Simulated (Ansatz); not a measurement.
Reaction (substitution at a C–N bond): `O=C=NCO` + `BS` → `BSCO` + `N=C=O`

Computed with Ansatz on PBE0-D4/def2-TZVP structures; ΔE is electronic, products minus reactants. CCSD(T)/CBS adds triple-zeta CCSD(T) − MP2 to the extrapolated MP2 energy (def2 sets, frozen cores). This one scheme is used for every species. DFT in def2-TZVPP. One conformer a species, not always the lowest.

`O=C=NCO`:

Cartesian coordinates in Å:
```
O 0.970 0.985 2.428
C 0.863 0.579 1.343
N 0.875 0.112 0.234
C -0.112 -0.036 -0.803
O -1.351 -0.472 -0.338
H -0.286 0.933 -1.277
H 0.309 -0.719 -1.546
H -1.267 -1.382 -0.040
```

`BS`:

Z-matrix (Å, degrees):
```
B
S 1 1.765
H 1 1.192 2 115.8
H 1 1.190 2 121.4 3 -180.0
H 2 1.344 1 99.2 3 180.0
```

`BSCO`:

Z-matrix (Å, degrees):
```
C
S 1 1.834
O 1 1.389 2 113.0
H 1 1.090 2 106.8 3 -117.3
H 1 1.094 2 106.9 3 125.4
B 2 1.754 1 103.7 3 -104.3
H 3 0.962 1 108.7 2 64.4
H 6 1.195 2 120.5 1 -1.2
H 6 1.192 2 117.0 1 178.8
```

`N=C=O`:

Cartesian coordinates in Å:
```
N 0.612 -0.459 0.021
C -0.293 0.285 -0.273
O -1.112 0.995 -0.688
H 0.792 -0.821 0.941
```

| level | ΔE (kcal/mol) | difference from CCSD(T)/CBS |
| --- | --- | --- |
| revPBE-D4 | -3.5 | -0.9 |
| B97M-V | -2.7 | -0.1 |
| PBE0-D4 | -2.3 | 0.3 |
| r2SCANh-D4 | -2.6 | 0.0 |
| r2SCAN0-D4 | -2.2 | 0.4 |
| CAM-B3LYP-D4 | -1.0 | 1.6 |
| B2PLYP | -1.4 | 1.2 |
| PBE-QIDH | -1.6 | 1.0 |
| PBE0 | -2.0 | 0.6 |
| r2SCANh | -2.5 | 0.1 |
| BHLYP | -0.3 | 2.3 |
| CAM-B3LYP | -0.6 | 2.0 |
| MP2/def2-SVP | 3.0 | 5.6 |
| CCSD/def2-SVP | 3.8 | 6.4 |
| CCSD(T)/def2-TZVPP | -1.5 | 1.1 |
| MP2/CBS(def2) | -3.0 | -0.4 |
| CCSD(T)/CBS | -2.6 | 0 |

Question: What do rigid-rotor, harmonic-oscillator terms from PBE0-D4/def2-TZVP frequencies (298.15 K, 1 bar) make of the CCSD(T)/CBS value? (Estimate.)

Answer: Ansatz gave: ΔZPE = 0.0 kcal/mol, ΔH = -2.5 kcal/mol, ΔS = -5 J/(mol·K), ΔG = -2.1 kcal/mol. Modes under 50 cm⁻¹ make the entropy rough.

Largest T1 diagnostic among the species: 0.018.

Leaving LDA and LC-ωPBE aside and taking each functional with its dispersion term where it has one, the values, not all of them listed here, spread over 2.6 kcal/mol, from revPBE-D4 to BHLYP-D4. At CCSD(T), def2-SVP lies +6.0 kcal/mol from the extrapolated value and def2-TZVPP +1.1 kcal/mol. From PBE to PBE0 (25 % exact exchange), in def2-TZVPP and without D4, ΔE moves by +0.8 kcal/mol.
